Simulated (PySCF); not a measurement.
Mg(Me)(SiH3) (CH₆MgSi), SMILES [CH3][Mg][SiH3].

Coordinates come from a B3LYP-D3(BJ)/def2-SVP optimisation.

All values below come from B3LYP-D3(BJ)/def2-SVP in PySCF.

Frequencies are harmonic and unscaled.

A small imaginary wavenumber (i) marks a very flat motion, where grid noise or a shallow saddle decides the sign.

Modes within 1.5 cm⁻¹ of each other (mostly degenerate sets) share a row, with their intensities summed.

```json
[
 {"mode": "1", "ν (cm⁻¹)": "17i", "IR (km/mol)": "0.0", "Raman (Å⁴/amu)": "0.0", "depolarisation": "–", "moving atoms (share of kinetic energy)": "H 100 %"},
 {"mode": "2–3", "ν (cm⁻¹)": "105", "IR (km/mol)": "35.2", "Raman (Å⁴/amu)": "0.0", "depolarisation": "–", "moving atoms (share of kinetic energy)": "Mg 53 %, H 24 %, C 17 %"},
 {"mode": "4", "ν (cm⁻¹)": "287", "IR (km/mol)": "2.4", "Raman (Å⁴/amu)": "56.7", "depolarisation": "0.18", "moving atoms (share of kinetic energy)": "Si 49 %, C 25 %, Mg 15 %, H 11 %"},
 {"mode": "5–6", "ν (cm⁻¹)": "371", "IR (km/mol)": "1.2", "Raman (Å⁴/amu)": "0.7", "depolarisation": "0.75", "moving atoms (share of kinetic energy)": "H 87 %, Si 10 %"},
 {"mode": "7–9", "ν (cm⁻¹)": "566", "IR (km/mol)": "175.5", "Raman (Å⁴/amu)": "27.2", "depolarisation": "0.20", "moving atoms (share of kinetic energy)": "Mg 50 %, C 38 %, H 11 %"},
 {"mode": "10", "ν (cm⁻¹)": "862", "IR (km/mol)": "286.6", "Raman (Å⁴/amu)": "12.7", "depolarisation": "0.02", "moving atoms (share of kinetic energy)": "H 91 %, Si 8 %"},
 {"mode": "11–12", "ν (cm⁻¹)": "949", "IR (km/mol)": "86.8", "Raman (Å⁴/amu)": "40.0", "depolarisation": "0.75", "moving atoms (share of kinetic energy)": "H 98 %"},
 {"mode": "13", "ν (cm⁻¹)": "1151", "IR (km/mol)": "0.4", "Raman (Å⁴/amu)": "55.4", "depolarisation": "0.16", "moving atoms (share of kinetic energy)": "H 82 %, C 18 %"},
 {"mode": "14–15", "ν (cm⁻¹)": "1427", "IR (km/mol)": "0.0", "Raman (Å⁴/amu)": "10.6", "depolarisation": "0.75", "moving atoms (share of kinetic energy)": "H 95 %"},
 {"mode": "16", "ν (cm⁻¹)": "2158", "IR (km/mol)": "102.8", "Raman (Å⁴/amu)": "228.9", "depolarisation": "0.00", "moving atoms (share of kinetic energy)": "H 99 %"},
 {"mode": "17–18", "ν (cm⁻¹)": "2163", "IR (km/mol)": "237.0", "Raman (Å⁴/amu)": "344.9", "depolarisation": "0.75", "moving atoms (share of kinetic energy)": "H 96 %"},
 {"mode": "19", "ν (cm⁻¹)": "3002", "IR (km/mol)": "26.5", "Raman (Å⁴/amu)": "155.2", "depolarisation": "0.00", "moving atoms (share of kinetic energy)": "H 97 %"},
 {"mode": "20–21", "ν (cm⁻¹)": "3087", "IR (km/mol)": "29.1", "Raman (Å⁴/amu)": "276.9", "depolarisation": "0.75", "moving atoms (share of kinetic energy)": "H 91 %, C 9 %"}
]
```
